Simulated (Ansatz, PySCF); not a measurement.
This PySCF input computes a PBE/def2-TZVPD energy:

```python
from pyscf import gto, scf, dft

mol = gto.M(
    atom='''
    Te   -0.06610648    0.11224322    0.29641934
    F    -1.18677056   -1.05984151   -0.54447816
    F     0.10753390    1.24286059   -1.12777608
    F     1.46118522   -0.83153545   -0.04039083
    ''',
    basis='def2-tzvpd',
    ecp='def2-tzvp',
    charge=1,
    spin=0,
    verbose=4,
)

mf = dft.RKS(mol, xc='pbe').density_fit(auxbasis='def2-universal-jkfit')
mf.grids.level = 3
mf.conv_tol = 1e-9
mf.max_cycle = 100
mf.max_memory = 1500
mf.kernel()
if not mf.converged:
    mf = mf.newton()
    mf.kernel(mf.make_rdm1())
mf.analyze()
```

Write an input for the same energy in Ansatz (an electronic-structure program) and say what it gives.


Ansatz 0.2 input:
```yaml
crystal:
  periodic: [false, false, false]
  atoms:
    - {symbol: Te, position_ang: [-0.06610648, 0.11224322, 0.29641934]}
    - {symbol: F, position_ang: [-1.18677056, -1.05984151, -0.54447816]}
    - {symbol: F, position_ang: [0.10753390, 1.24286059, -1.12777608]}
    - {symbol: F, position_ang: [1.46118522, -0.83153545, -0.04039083]}
basis:
  gaussian:
    orbitals: def2-TZVPD
hamiltonian:
  xc: {name: PBE}
total_charge: 1
output: {forces: true}
```
It gives -567.11704 Eh, and PySCF -567.11712 Eh, a difference of 0.08 mEh, from the treatment of integrals and grids.

It need not be the lowest isomer of its formula.
